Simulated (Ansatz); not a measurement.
`[CH3][Ga-]([Cl])([Cl])[SeH2+]`, 10 atoms. The species carries charge 0 and has multiplicity 1. Correlated methods include outer-core shells of Ga, Se, which these sets cover unevenly. Scalar relativity is left out up to krypton. All runs use 4 threads of an Arm Neoverse V2 on a shared host. Correlated methods freeze the cores.

(1) Give the basis size and wall time and peak host memory of each of these runs in Ansatz. RKS ωB97M-V/def2-TZVPP energy and forces; RKS ωB97M-V/def2-QZVPP energy; RHF-MP2/def2-TZVPP energy; RKS ωB97M-V/def2-SVP energy; RKS PBE0-D4/def2-TZVP relaxation (5 steps); RKS PBE0-D4/def2-QZVPP energy; RKS PBE0-D4/def2-SVP energy; RKS HSE06 (plane-wave form)-D4/def2-TZVPP energy; RHF-CCSD(T)/def2-SVP energy; direct RPA on PBE orbitals/def2-TZVPP energy; RKS BLYP-D4/def2-TZVPP energy; RHF-MP2/def2-QZVPP energy. (Best estimate.)

Results:

(1) The calculation gave: Other jobs shared the machine, so times are rough.

```tsv
level	job	functions	wall time	peak host memory (GiB)
RKS PBE0-D4/def2-SVP	energy	139	2.6 s	0.51
RKS BLYP-D4/def2-TZVPP	energy	281	3.9 s	0.5
RHF-MP2/def2-TZVPP	energy	281	8 s	0.88
RKS HSE06 (plane-wave form)-D4/def2-TZVPP	energy	281	9 s	1.4
direct RPA on PBE orbitals/def2-TZVPP	energy	281	9 s	0.74
RKS ωB97M-V/def2-SVP	energy	139	9.5 s	0.57
RKS PBE0-D4/def2-QZVPP	energy	525	24 s	3.4
RHF-CCSD(T)/def2-SVP	energy	139	25 s	0.9
RKS ωB97M-V/def2-TZVPP	energy and forces	281	26 s	1.6
RKS ωB97M-V/def2-QZVPP	energy	525	47 s	3.3
RHF-MP2/def2-QZVPP	energy	525	49 s	3.8
RKS PBE0-D4/def2-TZVP	relaxation (5 steps)	231	50 s	0.99
```
